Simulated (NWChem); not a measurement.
Molecule: CH$_{3}$F$_{3}$SSi; SMILES F[Si](F)(SC)F

```xyz
9

C     -0.7494     2.2139    -0.0006
S      0.8252     1.2797    -0.0024
Si     0.0146    -0.6438     0.0002
F     -0.9050    -0.9322    -1.2808
F      1.1997    -1.7144     0.0217
F     -0.9356    -0.9106     1.2635
H     -1.3356     1.9964     0.9018
H     -0.4700     3.2752    -0.0003
H     -1.3373     1.9980    -0.9024
```
Atoms are numbered in this order, from 1.

Computed with NWChem. Geometry: optimised at PBE0/def2-SVP.

For level Hartree-Fock/cc-pVTZ:

```
Property          Value
----------------  -----
orbital gap (eV)  13.83
dipole (D)         2.74
```

Question: What are these values for level Hartree-Fock/cc-pVDZ?

Answer: orbital gap (eV): 14.41
dipole (D): 2.87
